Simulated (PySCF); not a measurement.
C2H5BO, SMILES C=CBO. Geometry optimised at PBE0-D3(BJ)/def2-SVP. Other conformers were not sampled.

All values below come from PBE0-D3(BJ)/def2-SVP in PySCF.

Harmonic wavenumbers (cm⁻¹): 117, 252, 464, 498, 711, 888, 901, 985, 1014, 1047, 1083, 1196, 1280, 1387, 1453, 1701, 2603, 3125, 3147, 3243, 3884. Rotational constants (GHz): 40.29, 4.063, 3.690; symmetry number 1.

Task: Work out the zero-point energy and the ideal-gas rigid-rotor harmonic-oscillator thermochemistry at 298.15 K and 1 atm.

Result: ZPE = ½ Σ hcν = ½ × 30977 cm⁻¹ = 185.29 kJ/mol. H − E(el) = 200.61 kJ/mol. Entropy in J/(mol K): translation 158.92, rotation 99.54, vibration 30.54, total 289.00. G − E(el) = 114.44 kJ/mol. Cp = 75.45 J/(mol K). Modes under 150 cm⁻¹ make the vibrational entropy uncertain.
